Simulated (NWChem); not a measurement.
# C₃H₄ClF; SMILES C/C(Cl)=C\F

Problem. Give the equilibrium geometry at PBE0/def2-SVP (NWChem) as a list of bonds and angles, with the point group.

Solution. point group Cs; any orientation.
Bonded distances (Å): C1–C2 1.487, C1–H6 1.101, C1–H7 1.098, C1–H8 1.101, C2–Cl3 1.736, C2–C4 1.335, C4–F5 1.331, C4–H9 1.092. Bond angles (°): C2–C1–H6 110.7, C2–C1–H7 110.1, C2–C1–H8 110.7, H6–C1–H7 109.0, H6–C1–H8 107.5, H7–C1–H8 109.0, C1–C2–Cl3 116.5, C1–C2–C4 125.7, Cl3–C2–C4 117.8, C2–C4–F5 121.2, C2–C4–H9 124.6, F5–C4–H9 114.1.
